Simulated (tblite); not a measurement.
Species: C₄H₁₂FPSi₂.
Structure used (GFN2-xTB), in Å, numbered top down from 1:
```
atom  x, y, z in Å
F1    -1.5857   -1.2262   -1.6107
C2    -0.7004   -1.7973   -0.7278
C3    -0.4766   -0.8854    0.4727
C4     0.1090    0.4301    0.0449
C5    -0.6147    1.5495    0.0240
Si6   -2.4317    1.7475    0.4943
Si7    1.9134    0.4243   -0.5368
P8     2.8952   -1.3834    0.3644
H9    -1.1343   -2.7569   -0.4279
H10    0.2328   -1.9628   -1.2779
H11    0.2149   -1.4031    1.1459
H12   -1.4258   -0.7317    0.9891
H13   -0.1170    2.4494   -0.3177
H14   -3.2854    0.8825   -0.3161
H15   -2.6068    1.4242    1.9173
H16   -2.7868    3.1515    0.2787
H17    2.5557    1.6887   -0.1535
H18    2.0221    0.2682   -1.9936
H19    3.0408   -0.8380    1.6273
H20    4.1762   -1.0203    0.0003
```

All values are computed: GFN2-xTB (tblite) harmonic vibrations without scaling, gas phase. Against measured fundamentals such values can be off by several per cent, at times by over 20. Modes of hydrogen on phosphorus and silicon can be 10 to 20 % off. One conformer, not necessarily the lowest.

Harmonic wavenumbers (cm⁻¹): 28.3, 45.6, 76.7, 91.4, 99.0, 128.6, 145.5, 187.9, 189.0, 269.1, 360.6, 377.8, 419.2, 485.5, 500.7, 529.1, 551.5, 597.8, 637.9, 670.5, 690.2, 718.2, 766.7, 783.4, 788.6, 791.7, 804.6, 818.2, 895.9, 932.7, 1027.7, 1077.5, 1106.0, 1150.0, 1180.4, 1214.7, 1285.8, 1312.2, 1324.9, 1441.1, 1448.6, 1638.5, 2196.8, 2203.5, 2208.0, 2258.2, 2290.1, 2312.8, 2401.6, 2930.5, 2934.9, 2944.8, 2987.3, 3025.2.

A = 1662, B = 632.2, C = 523.1 MHz; mass 166.020 u (most abundant isotopes); point group C1, symmetry number 1.

**Question.** What is the zero-point energy?

**Answer.** Half the sum of the wavenumbers: 30142 cm⁻¹ = 86.18 kcal/mol.

**Question.** Entropy at 298.15 K, 1 bar (ideal gas, RRHO, classical rotation)?

**Answer.** Translation 41.26, rotation 30.75, vibration 43.16: S = 115.2 cal/(mol K).

**Question.** And Cp and H(298.15 K) − H(0)?

**Answer.** Cp = 48.14 cal/(mol K), of which vibrations give 40.19 (their classical limit is 54 R = 107.3); H(298.15 K) − H(0) = 8.77 kcal/mol without the zero-point energy, 6.40 from vibrations.

**Question.** How do the functions run with temperature in this model?

**Answer.** 
```tsv
T (K)	S (cal/(mol K))	Cp (cal/(mol K))	H − H(0) (kcal/mol)	G − H(0) (kcal/mol)	ln q(vib)
100	78.2	23.9	1.63	-6.19	3.29
200	98.5	36.1	4.62	-15.07	7.28
300	115.5	48.4	8.85	-25.78	10.99
500	144.9	67.0	20.53	-51.90	17.94
800	180.4	84.1	43.43	-100.92	27.30
1000	200.0	91.5	61.03	-139.01	32.88
```

q(vib) and H(0) count from the zero-point level.

**Question.** Which modes carry the vibrational entropy at 298.15 K?

**Answer.** 28.3 cm⁻¹: 5.95; 45.6 cm⁻¹: 5.00; 76.7 cm⁻¹: 3.97; 91.4 cm⁻¹: 3.63; 99.0 cm⁻¹: 3.47; 128.6 cm⁻¹: 2.97 cal/(mol K); the other 48 give 18.17 together.

Hindered rotation and anharmonicity are outside this model. Other conformers, if any are populated, would add a mixing term that is left out. The structure is chiral; the term R ln 2 for an equal mix with its mirror image is left out.

The run took 3.5 s wall on one thread of an Intel Xeon at 2.50 GHz, no GPU (shared host). This covers the Hessian and the dipole derivatives.
